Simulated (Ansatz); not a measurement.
Cartesian coordinates in Å:
```
P 0.164 -1.777 -2.347
Si -0.697 -0.043 -1.190
C 0.360 0.577 0.200
C 0.314 -0.122 1.535
C -0.282 1.237 1.396
H 1.418 -1.137 -2.541
H 0.597 -2.457 -1.176
H -1.991 -0.498 -0.607
H -0.977 1.034 -2.180
H 1.332 0.972 -0.081
H 1.244 -0.220 2.082
H -0.360 -0.964 1.649
H -1.362 1.323 1.415
H 0.239 2.073 1.845
```

The species carries charge 0 and has multiplicity 1.

Question: List the CAM-B3LYP/def2-TZVPP orbital energies in eV (the Gaussian-basis code of Ansatz). (Estimate.)

Answer: Ansatz gave: Occupied: -2098.45, -1800.87, -279.06, -279.05, -278.82, -179.77, -145.44, -129.75, -129.72, -129.64, -100.78, -100.77, -100.75, -25.76, -19.78, -18.63, -18.43, -16.31, -15.23, -14.04, -12.42, -11.91, -11.17, -10.88, -10.52, -10.13, -9.73, -8.52. Lowest empty: 1.56, 1.73, 1.77, 1.90, 2.44, 2.54, 3.11, 3.31.
